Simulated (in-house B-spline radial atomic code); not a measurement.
# B3LYP (VWN-RPA) excitations of neutral cadmium

Method: B3LYP (VWN-RPA). Computed with a B-spline radial code for spherical atoms: linear response of the closed shell [Kr] 4d10 5s2 with the functional's adiabatic kernel; scalar-relativistic (spin-free one-electron X2C), finite nucleus, no spin-orbit coupling, no double excitations, S, P, D and F terms only; shells from n = 3 respond. Only terms of natural parity with L up to 3 were computed.

Command:
```bash
python run_td.py task.json out
```
Settings (radii: box in bohr, nucleus in fm):
```
Z                        48
electrons                48
configuration            [Kr] 4d10 5s2
hamiltonian              x2c
method                   b3lyp
box_radius               75
rms_radius               4.6087
intervals                77
```

Run time, properties included: 5 s on 1 thread of Arm Neoverse N1 (shared host).

The lowest states, in the order of their Tamm-Dancoff energies; the method's threshold (minus the highest occupied level) is 6.352 eV. Labels give the largest channel, * marks a mixed state, and oscillator strengths are full-response dipole values. Measured ¹D terms are left out, since they can mix with doubly excited terms. Semilocal kernels can invert the small singlet-triplet splittings of Rydberg terms. Energies in eV:

```tsv
state	full response	Tamm-Dancoff	oscillator strength	measured (J-weighted term)
5s → 5p 3P	?	?	-	?
5s → 5p 1P	5.143	5.308	1.29	5.417
5s → 6s 3S	?	?	-	?
5s → 6s 1S	5.844	5.853	-	6.610
```

Problem. Where does 5s → 6s 3S lie?

Solution. At 5.751 eV in full response, 5.753 eV in Tamm-Dancoff; measured 6.383 eV.

Problem. Where does 5s → 5p 3P lie?

Solution. At 3.819 eV in full response, 3.888 eV in Tamm-Dancoff; measured 3.874 eV.

Problem. How large is the singlet-triplet splitting of 5s → 5p (P terms) in Tamm-Dancoff?

Solution. 1.42 eV, from the unrounded values.

Problem. What polarisabilities and dispersion coefficient does the method give?

Solution. Dipole 48.01 bohr³, quadrupole 453.4 bohr⁵, C6 430.8 hartree·bohr⁶ for two such species. Recommended dipole value: 46 ± 2 bohr³ (Schwerdtfeger and Nagle, table of static dipole polarizabilities (2023 update)), which includes relativity and correlation.
